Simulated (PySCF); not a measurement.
Compound: C2H10AlNO.
Atom-mapped SMILES: `[CH3:1][CH2:2][O:3][AlH2-:4][NH3+:5]` (hydrogens: H6, H7, H8 on C1; H9, H10 on C2; H11, H12 on Al4; H13, H14, H15 on N5)

Torsions of this conformer, `[CH3:1][CH2:2][O:3][AlH2-:4][NH3+:5]`: C1–C2–O3–Al4 -68°, C2–O3–Al4–N5 -165°.

The closed-shell ground state was solved at several levels (PySCF, density fitting, gas phase, non-relativistic). Geometry: PBE0-D3(BJ)/def2-SVP, one conformer, isolated molecule.

```tsv
level	basis functions	HOMO (eV)	LUMO (eV)	gap (eV)	dipole (D)
KT3/pcSseg-1	142	-5.40	-0.90	4.50	4.64
KT2/pcSseg-1	142	-5.38	-0.80	4.58	4.64
BLYP/pcSseg-1	142	-5.17	-0.73	4.44	4.68
B3LYP/pcSseg-1	142	-6.48	-0.19	6.29	4.68
PBE0/pcSseg-1	142	-6.70	0.16	6.86	4.69
LDA/pcSseg-1	142	-5.36	-0.82	4.54	4.70
B3LYP/cc-pVTZ	294	-6.52	-0.34	6.18	4.64
B97-2/pcSseg-1	142	-6.46	0.16	6.62	4.68
B97-D/pcSseg-1	142	-5.31	-0.60	4.71	4.69
BHandHLYP/pcSseg-1	142	-8.06	0.85	8.91	4.66
PBE0/6-31G	69	-6.33	0.45	6.78	4.70
LC-wPBE/pcSseg-1	142	-9.42	2.36	11.78	4.68
```

Problem. Estimate the row for OPBE/pcSseg-1, a basis of 142 functions; the other rows only guide the guess.

Solution. HOMO -5.23 eV, LUMO -0.50 eV, gap 4.73 eV, dipole 4.71 D.

Problem. Over all these levels, which gives the widest orbital gap and which the narrowest?

Solution. LC-wPBE/pcSseg-1 (range-separated hybrid) has the widest, 11.78 eV, and BLYP/pcSseg-1 (GGA) the narrowest, 4.44 eV. The two share the basis. From the narrowest to the widest the HOMO moves by -4.25 eV and the LUMO by +3.09 eV.

Problem. In the pcSseg-1 basis, how does the gap go with the fixed share of exact exchange?

Solution. BLYP (0 %) 4.44 eV; KT3 (0 %) 4.50 eV; LDA (0 %) 4.54 eV; KT2 (0 %) 4.58 eV; B97-D (0 %) 4.71 eV; OPBE (0 %) 4.73 eV; B3LYP (20 %) 6.29 eV; B97-2 (21 %) 6.62 eV; PBE0 (25 %) 6.86 eV; BHandHLYP (50 %) 8.91 eV. Each rise in the share widens the gap here.

Problem. How far do the dipole and the HOMO energy spread over the levels?

Solution. The dipole runs from 4.64 to 4.71 D (mean 4.68 D) and the HOMO from -9.42 to -5.17 eV.
